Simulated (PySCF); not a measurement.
F$_{5}$Nb (SMILES [F][Nb]([F])([F])([F])[F]), singlet, at a GFN2-xTB geometry (such geometries of metal compounds can be far from the true shape) (core potentials on Nb). Base run: PySCF with DF-PBE/def2-SV(P).

Input for PySCF:
```python
from pyscf import gto, scf, dft

mol = gto.M(
    atom='''
Nb   -0.000000   -0.000000    0.000000
F     1.478714   -0.914668   -0.530257
F    -0.329884    0.246599    1.770522
F    -1.148830    0.668069   -1.240266
F    -0.928719   -1.524184    0.039250
F     0.928719    1.524184   -0.039250
''',
    basis='def2-sv(p)',
    ecp={'Nb': 'def2-sv(p)'},
    charge=0,
    spin=0,
    verbose=4,
)

mf = dft.RKS(mol)
mf.xc = 'pbe'
mf = mf.density_fit(auxbasis='def2-universal-jkfit')
mf.kernel()
mf.analyze()
```

The base run was repeated with changes; each row names its change, and settings that it needs were set with it.

```json
[
 {"change": "base", "E (Eh)": "-555.63744", "HOMO (eV)": "-10.20", "HOMO-LUMO gap (eV)": "6.53", "core-seconds (rough)": "8"},
 {"change": "functional = blyp; dispersion = d3zero", "E (Eh)": "-556.02660", "HOMO (eV)": "-10.07", "HOMO-LUMO gap (eV)": "6.53", "core-seconds (rough)": "8"},
 {"change": "functional = o3lyp", "E (Eh)": "-555.95767", "HOMO (eV)": "-11.25", "HOMO-LUMO gap (eV)": "7.77", "core-seconds (rough)": "5"},
 {"change": "functional = tpssh", "E (Eh)": "-556.03144", "HOMO (eV)": "-11.25", "HOMO-LUMO gap (eV)": "7.79", "core-seconds (rough)": "9"},
 {"change": "functional = lc_wpbe", "E (Eh)": "-555.79400", "HOMO (eV)": "-15.17", "HOMO-LUMO gap (eV)": "14.44", "core-seconds (rough)": "10"},
 {"change": "functional = b97m_v", "E (Eh)": "-555.88155", "HOMO (eV)": "-11.03", "HOMO-LUMO gap (eV)": "7.21", "core-seconds (rough)": "200"},
 {"change": "functional = r2scan", "E (Eh)": "-555.90165", "HOMO (eV)": "-10.85", "HOMO-LUMO gap (eV)": "7.04", "core-seconds (rough)": "10"},
 {"change": "functional = hse06", "E (Eh)": "-555.61441", "HOMO (eV)": "-12.02", "HOMO-LUMO gap (eV)": "8.48", "core-seconds (rough)": "20"},
 {"change": "functional = b3lyp", "E (Eh)": "-556.07443", "HOMO (eV)": "-12.04", "HOMO-LUMO gap (eV)": "8.73", "core-seconds (rough)": "5"},
 {"change": "functional = tpss", "E (Eh)": "-556.10546", "HOMO (eV)": "-10.37", "HOMO-LUMO gap (eV)": "6.72", "core-seconds (rough)": "10"},
 {"change": "functional = wb97m_v", "E (Eh)": "-555.83475", "HOMO (eV)": "-14.94", "HOMO-LUMO gap (eV)": "14.06", "core-seconds (rough)": "200"},
 {"change": "functional = mn15", "E (Eh)": "-555.52421", "HOMO (eV)": "-13.35", "HOMO-LUMO gap (eV)": "10.74", "core-seconds (rough)": "8"},
 {"change": "functional = camb3lyp", "E (Eh)": "-555.90149", "HOMO (eV)": "-13.93", "HOMO-LUMO gap (eV)": "11.97", "core-seconds (rough)": "6"}
]
```

Totals shift with the method and basis; they matter in differences.
